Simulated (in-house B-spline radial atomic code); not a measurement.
## Ionising the magnesium ion Mg⁺ with different functionals

Computed with a B-spline radial code for spherical atoms: four-component Dirac-Coulomb Hamiltonian, Fermi nucleus of rms radius 3.057 fm, spin-restricted, spherical fractional occupations for the functionals. The ionisation energy is the difference of two self-consistent energies, [Ne] 3s1 → [He] 2s2 2p6, without Breit or QED terms; ε is the level of the shell that loses the electron (mean over j).

Hybrids are left out here: with spherical fractional occupations of an open shell their exact exchange keeps a self-interaction that integer-occupation calculations don't have.

| method | rung | ΔSCF (eV) | -ε(3s) (eV) |
| --- | --- | --- | --- |
| LDA VWN5 | LDA | 15.04 | 11.52 |
| relativistic LDA | LDA | 15.04 | 11.52 |
| LDA PW92 | LDA | 15.04 | 11.52 |
| LDA exchange-only | LDA | 14.10 | 10.54 |
| PBE | GGA | 15.02 | 11.38 |
| PBEsol | GGA | 14.82 | 11.31 |
| BLYP | GGA | 15.21 | 11.41 |
| RPBE | GGA | 15.06 | 11.29 |
| PW91 | GGA | 15.07 | 11.40 |
| BP86 | GGA | 14.91 | 11.51 |
| AM05 | GGA | 14.77 | 11.27 |
| OLYP | GGA | 15.10 | 11.08 |

Problem. How do they compare with the NIST value?

Solution. NIST lists 15.035 eV (measured, ground level to ground level). Errors run from -0.93 to +0.18 eV; relativistic LDA is closest (+0.00 eV), but part of that can be cancellation, since the calculations leave out Breit-QED terms, spin polarisation.
